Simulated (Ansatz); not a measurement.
Ansatz (a quantum-chemistry and plane-wave program) input (B3LYP-D3(BJ)/def2-TZVP):

Ansatz 0.2 input:
```yaml
crystal:
  periodic: [false, false, false]
  atoms:
    - {symbol: Si, position_ang: [-0.05326999, 0.00589628, 0.03056588]}
    - {symbol: Cl, position_ang: [-0.54317622, -0.16877814, 1.97368962]}
    - {symbol: Cl, position_ang: [-1.04195089, -1.34754099, -1.08099405]}
    - {symbol: Cl, position_ang: [-0.41235273, 1.87160371, -0.62891920]}
    - {symbol: Br, position_ang: [2.10329302, -0.38590247, -0.16733368]}
basis:
  gaussian:
    orbitals: def2-TZVP
hamiltonian:
  xc: b3lyp
  dispersion: d3bj
relax: {f_tol: 0.002, max_steps: 150}
```

End of the output:

```
reference -115501.21150039 eV, -4244.5912331062 hartree; 50, 50 occupied and 146, 146 virtual orbitals, 1463 factors
relax step   4: F+E_penalty+E_count = -115501.70604477 eV  Δ(F+E_penalty+E_count) = -9.093e-5 eV  max|allowed force component| = 1.800e-3 eV/Å  Δτ_max = 0.0023 Å  (31 SCF iters, accepted)
integrals: 0.17 GiB planned
1463 factors; their error is unknown
mean field: 1.56 GiB planned
mean field -115501.21122004 eV, -4244.5912228037 hartree, gradient 1.9e-5 eV, S^2 0.000000; 1 other end points of the search recorded, 0 dependent functions left out
the calculation of the forces begins
reference -115501.21150039 eV, -4244.5912331062 hartree; 50, 50 occupied and 146, 146 virtual orbitals, 1463 factors
Total energy: -115501.70632511 eV, -4244.6094175795 hartree
Atom 0 at    -0.018505     0.000341     0.028077 Å, force     0.001576    -0.000288    -0.000118 eV/Å
Atom 1 at    -0.567137    -0.165861     1.980095 Å, force     0.000081    -0.000021    -0.000046 eV/Å
Atom 2 at    -1.065451    -1.346283    -1.080741 Å, force     0.000113    -0.000000     0.000017 eV/Å
Atom 3 at    -0.435417     1.880086    -0.628961 Å, force     0.000030     0.000031    -0.000019 eV/Å
Atom 4 at     2.139054    -0.393003    -0.171461 Å, force    -0.001800     0.000278     0.000165 eV/Å
Dipole moment:     0.018886    -0.003445    -0.001762 e Å
```
